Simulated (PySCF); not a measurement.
## `C[C@@H]1[C@@H]2C[C@H]1[C@@H](N)C2`, C₇H₁₃N

Geometry:
```csv
atom,x (Å),y (Å),z (Å)
C1,-2.250,-0.476,-1.024
C2,-0.782,-0.600,-0.660
C3,-0.426,-0.745,0.835
C4,-0.511,0.785,0.933
C5,0.025,0.706,-0.504
C6,1.445,0.136,-0.282
N7,2.463,1.045,0.198
C8,1.088,-0.956,0.761
H9,-2.767,0.260,-0.415
H10,-2.746,-1.435,-0.890
H11,-2.348,-0.184,-2.068
H12,-0.322,-1.346,-1.313
H13,-0.988,-1.396,1.499
H14,-1.522,1.172,1.006
H15,0.115,1.268,1.682
H16,-0.076,1.532,-1.205
H17,1.831,-0.305,-1.206
H18,2.146,1.533,1.029
H19,2.676,1.741,-0.509
H20,1.585,-0.765,1.710
H21,1.356,-1.955,0.423
```

Level of theory: PySCF, TDDFT PBE0/def2-SVPD circular dichroism and optical rotation, one conformer, gas phase. Geometry: GFN2-xTB.

The molecule is flexible and this is one conformer; a measurement averages over conformers. States above about 6.6 eV (minus the energy of the highest occupied orbital) lie near or above the ionisation threshold and depend on the basis.

Problem. Assign R or S to each stereocentre.

Solution. C2 R, C3 R, C5 R, C6 S.

Problem. Which excitations and rotatory strengths does the calculation give?

Solution. Rotatory strengths R in 10⁻⁴⁰ esu² cm², velocity form and length form (origin at the centre of mass); f in length form.
```csv
state,E (eV),λ (nm),f,R (velocity),R (length),main
1,6.22,199,0.025,+0.5,-1.0,"HOMO→LUMO 0.76, HOMO→LUMO+1 0.12"
2,6.75,184,0.008,+1.5,+1.5,"HOMO→LUMO+1 0.73, HOMO→LUMO+2 0.18"
3,6.86,181,0.002,-3.3,-3.0,"HOMO→LUMO+2 0.66, HOMO→LUMO 0.17"
4,7.21,172,0.0008,-2.8,-2.5,HOMO→LUMO+3 0.92
5,7.65,162,0.017,-0.5,+0.4,HOMO→LUMO+4 0.86
6,7.83,158,0.003,+0.2,-0.3,HOMO→LUMO+5 0.85
7,7.92,156,0.007,+8.1,+7.6,HOMO→LUMO+6 0.85
8,8.10,153,0.043,-26.9,-26.8,HOMO−1→LUMO 0.94
9,8.22,151,0.016,-12.5,-12.7,HOMO→LUMO+7 0.82
10,8.24,150,0.025,+26.9,+27.6,HOMO−2→LUMO 0.92
11,8.37,148,0.002,-7.1,-6.4,HOMO−3→LUMO 0.92
12,8.48,146,0.006,-0.8,-0.3,"HOMO→LUMO+8 0.74, HOMO→LUMO+9 0.11"
13,8.53,145,0.017,+38.7,+38.3,"HOMO−1→LUMO+1 0.74, HOMO−1→LUMO+2 0.14"
14,8.62,144,0.004,+0.2,+0.1,"HOMO−1→LUMO+2 0.50, HOMO−2→LUMO+1 0.33"
15,8.67,143,0.008,-17.9,-18.0,"HOMO−2→LUMO+1 0.56, HOMO−1→LUMO+2 0.26"
16,8.76,142,0.002,+0.2,0.0,"HOMO−2→LUMO+2 0.44, HOMO−3→LUMO+1 0.17"
```

For states 1, 5, 6, 16 the two forms differ in sign, so the sign of R isn't settled.

Among the states computed, the strongest CD band (largest |R|) is state 13. The largest dissymmetry factor in size, g = 4R/(D+G), with D and G the electric and magnetic dipole strengths, is -0.033 for state 11 (velocity form, f = 0.003), among bands with |R| over 0.5. The mirror image has the same energies and oscillator strengths and all R with the opposite sign.
